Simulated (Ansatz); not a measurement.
Mulliken charges of `[CH]1=[CH][GaH]1` from ωB97M-V/def2-TZVPP in Ansatz (PBE0-D4/def2-TZVP geometry).

```csv
atom,x (Å),y (Å),z (Å),charge (e)
C1,-0.629,-0.544,-0.312,-0.231
C2,0.563,-0.027,-0.695,-0.231
Ga3,0.091,0.567,1.035,0.114
H4,-1.316,-1.213,-0.828,0.120
H5,1.134,-0.151,-1.614,0.120
H6,0.198,1.304,2.368,0.108
```

By hand: the dipole of these point charges (1 e Å = 4.8032 D).

Σ q r = (0.025, 0.174, 0.313) e Å, of length 0.359 e Å = 1.72 D.

How does the dipole of the full density compare? (An estimate is asked.)

Ansatz gave: (0.010, 0.069, 0.125) e Å, 0.69 D; the point charges give 2.49 times that, at 0° from its direction.

Point charges leave out the atoms' own dipoles, such as those of lone pairs, and Mulliken's split depends on the basis, so the two needn't agree.
